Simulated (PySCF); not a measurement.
Species: C2H9OPSi2.
SMILES: `P[Si@H]1CC[SiH2]O1`

The closed-shell SCF was solved with PySCF and density fitting under several settings on one GFN2-xTB geometry (grid level 2 and gas phase unless stated).

```json
{"settings": "PBE0/pcSseg-1", "basis functions": "168", "SCF cycles": "13", "E (Eh)": "-1076.6675", "HOMO (eV)": "-7.48", "LUMO (eV)": "0.25", "dipole (D)": "1.89"}
{"settings": "PBE0/def2-SVPD", "basis functions": "207", "SCF cycles": "13", "E (Eh)": "-1076.3330", "HOMO (eV)": "-7.45", "LUMO (eV)": "0.07", "dipole (D)": "1.74"}
```

Estimate the rows for these settings: (1) PBE0/6-31++G**; (2) KT2/IGLO-II.

```csv
settings,basis functions,SCF cycles,E (Eh),HOMO (eV),LUMO (eV),dipole (D)
PBE0/6-31++G**,174,13,-1076.6788,-7.44,-0.20,1.95
KT2/IGLO-II,225,16,-1087.7165,-6.35,-0.72,1.64
```

Over all rows, what range does the HOMO–LUMO gap span?

From 5.63 eV (KT2/IGLO-II) to 7.73 eV (PBE0/pcSseg-1). The functional of the narrowest has no exact exchange, that of the widest 25 % exact exchange.

And the dipole moment?

From 1.64 D (KT2/IGLO-II) to 1.95 D (PBE0/6-31++G**); the largest is 1.19 times the smallest, and the median is 1.81 D.

Compare two rows with the functional PBE0: PBE0/pcSseg-1 and PBE0/def2-SVPD. Which energy is lower, and by how much?

PBE0/pcSseg-1 (168 functions) lies 0.3345 Eh or 210 kcal/mol below PBE0/def2-SVPD (207 functions). The smaller set gives the lower energy; the two sets aren't nested, so the variational bound doesn't order them by size.

Whole jobs, the steps after the SCF included, on Arm Neoverse V2, one thread, on a shared host:

```tsv
settings	work after the SCF	wall time	peak memory
PBE0/pcSseg-1	shieldings, ring-centre shieldings, charges and field gradients	18 s	0.76 GiB
PBE0/def2-SVPD	6 singlets by full TDDFT, 2 Tamm–Dancoff triplets, polarisability	26 s	0.86 GiB
PBE0/6-31++G**	spin–spin couplings from 14 perturbed nuclei, spin–dipole term for 3 of them	35 s	0.82 GiB
KT2/IGLO-II	spin–spin couplings from 14 perturbed nuclei, spin–dipole term for 3 of them	36 s	0.74 GiB
```

Cycle counts include a coarse-grid stage where the run had one. All basis functions are spherical, in the Pople sets too. KT2 was designed for NMR shieldings or shifts; total energies of different functionals aren't comparable.

One conformer stands for the species.
